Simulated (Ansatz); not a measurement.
`N/C(Cl)=N/[SiH3]` + `O[Si](O)(F)O[SiH3]` → `O[Si](F)(O[SiH3])O[SiH3]` + `N=C(N)Cl`  (ligand exchange at the Si–N bond)

Gas-phase electronic energies from Ansatz, PBE0-D4/def2-TZVP geometries. CCSD(T)/CBS is the MP2 limit (def2-TZVPP, def2-QZVPP) plus CCSD(T) − MP2 in def2-TZVPP, frozen cores. DFT in def2-TZVPP. B3LYP here is the variant with VWN-RPA as its local correlation; programs differ in this. Each species was taken in one conformer, which may not be the lowest.

`N/C(Cl)=N/[SiH3]`:

Cartesian coordinates in Å:
```
N 1.578 1.198 -0.829
C 0.699 0.498 -0.090
Cl 1.154 0.605 1.646
N -0.280 -0.139 -0.517
Si -1.455 -1.073 0.329
H 1.423 1.249 -1.820
H 2.317 1.721 -0.401
H -2.205 -0.240 1.307
H -0.823 -2.211 1.049
H -2.407 -1.609 -0.674
```

`O[Si](O)(F)O[SiH3]`:

Z-matrix (Å, degrees):
```
Si
O 1 1.618
F 1 1.588 2 111.5
O 1 1.623 2 108.8 3 -119.0
O 1 1.606 2 108.2 3 117.2
H 2 0.958 1 118.4 3 77.1
H 4 0.958 1 118.5 2 163.8
Si 5 1.641 1 145.4 2 9.7
H 8 1.484 5 110.1 1 -66.9
H 8 1.484 5 110.2 1 54.1
H 8 1.483 5 107.5 1 173.6
```

`O[Si](F)(O[SiH3])O[SiH3]`:

```xyz
14

O    -1.864    0.816    0.972
Si   -1.012    0.104   -0.208
F    -1.848    0.126   -1.555
O     0.342    0.940   -0.417
Si    1.119    2.366   -0.175
O    -0.693   -1.437    0.123
Si    0.407   -2.653    0.092
H    -2.711    0.448    1.224
H     0.253    3.498   -0.589
H     1.471    2.508    1.259
H     2.353    2.347   -0.995
H     1.730   -2.153    0.545
H     0.525   -3.193   -1.285
H    -0.070   -3.717    1.008
```

`N=C(N)Cl`:

Z-matrix (Å, degrees):
```
C
N 1 1.356
Cl 1 1.771 2 111.0
N 1 1.253 2 124.6 3 178.2
H 2 1.003 1 118.7 3 20.8
H 2 1.007 1 115.5 3 169.3
H 4 1.011 1 113.3 2 -176.3
```

```json
{"level": "r2SCAN-D4", "ΔE (kJ/mol)": "-46.0", "difference from CCSD(T)/CBS": "5.9"}
{"level": "PBE0-D4", "ΔE (kJ/mol)": "-45.0", "difference from CCSD(T)/CBS": "6.9"}
{"level": "B3LYP-D4", "ΔE (kJ/mol)": "-50.1", "difference from CCSD(T)/CBS": "1.8"}
{"level": "ωB97M-V", "ΔE (kJ/mol)": "-49.7", "difference from CCSD(T)/CBS": "2.2"}
{"level": "PBE", "ΔE (kJ/mol)": "-40.0", "difference from CCSD(T)/CBS": "11.9"}
{"level": "r2SCAN", "ΔE (kJ/mol)": "-45.7", "difference from CCSD(T)/CBS": "6.2"}
{"level": "PBE0", "ΔE (kJ/mol)": "-44.8", "difference from CCSD(T)/CBS": "7.1"}
{"level": "B3LYP", "ΔE (kJ/mol)": "-50.5", "difference from CCSD(T)/CBS": "1.4"}
{"level": "SCS-MP2/def2-TZVPP", "ΔE (kJ/mol)": "-52.7", "difference from CCSD(T)/CBS": "-0.8"}
{"level": "CCSD/def2-TZVPP", "ΔE (kJ/mol)": "-56.0", "difference from CCSD(T)/CBS": "-4.1"}
{"level": "CCSD(T)/def2-TZVPP", "ΔE (kJ/mol)": "-52.4", "difference from CCSD(T)/CBS": "-0.5"}
{"level": "HF/def2-QZVPP", "ΔE (kJ/mol)": "-68.4", "difference from CCSD(T)/CBS": "-16.5"}
{"level": "MP2/def2-QZVPP", "ΔE (kJ/mol)": "-47.4", "difference from CCSD(T)/CBS": "4.5"}
{"level": "SCS-MP2/def2-QZVPP", "ΔE (kJ/mol)": "-53.0", "difference from CCSD(T)/CBS": "-1.1"}
{"level": "MP2/CBS(def2)", "ΔE (kJ/mol)": "-46.5", "difference from CCSD(T)/CBS": "5.4"}
{"level": "CCSD/CBS(def2)", "ΔE (kJ/mol)": "-55.5", "difference from CCSD(T)/CBS": "-3.6"}
{"level": "CCSD(T)/CBS", "ΔE (kJ/mol)": "-51.9", "difference from CCSD(T)/CBS": "0"}
```

Largest T1 diagnostic among the species: 0.013.

From PBE to PBE0 (25 % exact exchange), in def2-TZVPP and without D4, ΔE moves by −4.8 kJ/mol. In def2-TZVPP, CCSD(T) changes the Hartree–Fock value by +14.1 kJ/mol (the triples alone add +3.6 kJ/mol) and MP2 by +19.5 kJ/mol.

CCSD(T)/CBS has its own doubt, a few kJ/mol and more with outer-core shells, so smaller differences from it don't rank the levels.
